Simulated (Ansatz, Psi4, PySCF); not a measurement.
IPb (SMILES [I][Pb+]), charge +1, singlet, at a GFN2-xTB geometry (such geometries of metal compounds can be far from the true shape) (core potentials on I, Pb). Base run: R2SCAN/def2-TZVP in PySCF.

PySCF was given this input:
```python
from pyscf import gto, scf, dft

mol = gto.Mole()
mol.atom = '''
    Pb   -0.00000000   -0.00000000   -1.03909116
    I     0.00000000    0.00000000    1.60765047
'''
mol.basis = 'def2-tzvp'
mol.ecp = {'I': 'def2-tzvp', 'Pb': 'def2-tzvp'}
mol.charge = 1
mol.verbose = 4
mol.build()

mf = dft.RKS(mol)
mf.xc = 'r2scan'
mf.kernel()
```

The same geometry, method and basis name were run in Ansatz (a program for electronic structure) and Psi4 and PySCF, at each program's defaults and at the settings that a row names. The base is PySCF at its defaults. Differences at the defaults can come from grids, fitting, cores and function types together. The rows with settings made alike still differ; the cause (another SCF solution, basis table, core potential or functional code) wasn't traced.

```csv
code and settings,ΔE vs base (mEh),basis functions,E (Eh),SCF cycles
"PySCF, defaults (exact integrals, its default grid, spherical functions)",0.000,100,-490.58686,12
"Psi4, defaults (density fitting with its default set, its default grid, spherical functions)",-0.657,100,-490.58752,11
"Ansatz, defaults (factorised integrals, its default grid, spherical functions)",0.024,100,-490.58683,-
"PySCF, density fitting with def2-universal-jkfit",-0.013,100,-490.58687,12
"PySCF, fine grid",-0.003,100,-490.58686,12
"Psi4, exact integrals, spherical functions, fine grid",0.321,100,-490.58654,13
"Ansatz, high accuracy",0.024,100,-490.58683,-
```
